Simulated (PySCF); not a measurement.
Argon: a sound run and one with changed settings

Sound run: Ar⁺ [Ne] 3s2 3p5, Ar²⁺ [Ne] 3s2 3p4. Calculation: PySCF 2.14, in cc-pVTZ-DK (5s4p2d1f, 34 functions); scalar relativity by spin-free X2C-1e. The sound run starts from symmetry-adapted Hartree-Fock orbitals and uses a fine grid where one is needed.

Changed run: 26 angular points. This setting is unsound on purpose.

| species | method | sound run (hartree) | changed run (hartree) | converged |
| --- | --- | --- | --- | --- |
| Ar⁺ | UHF | -528.08649 | -528.08649 | yes |
| Ar⁺ | B3LYP | -528.80083 | -528.80063 | yes |
| Ar⁺ | TPSS | -528.80411 | -528.80419 | yes |
| Ar²⁺ | UHF | -527.11772 | -527.11772 | yes |
| Ar²⁺ | B3LYP | -527.78274 | -527.78244 | yes |
| Ar²⁺ | TPSS | -527.78975 | -527.78989 | yes |

Ionisation energy of Ar⁺:

```csv
method,sound run (eV),changed run (eV)
UHF,26.361,26.361
B3LYP,27.704,27.706
TPSS,27.602,27.601
```

A coarse angular grid integrates products of high-l functions wrongly, so density functionals can shift, and the SCF can exploit the error; Hartree-Fock and MP2 need no grid.

For comparison, NIST gives 27.630 eV between the lowest levels.
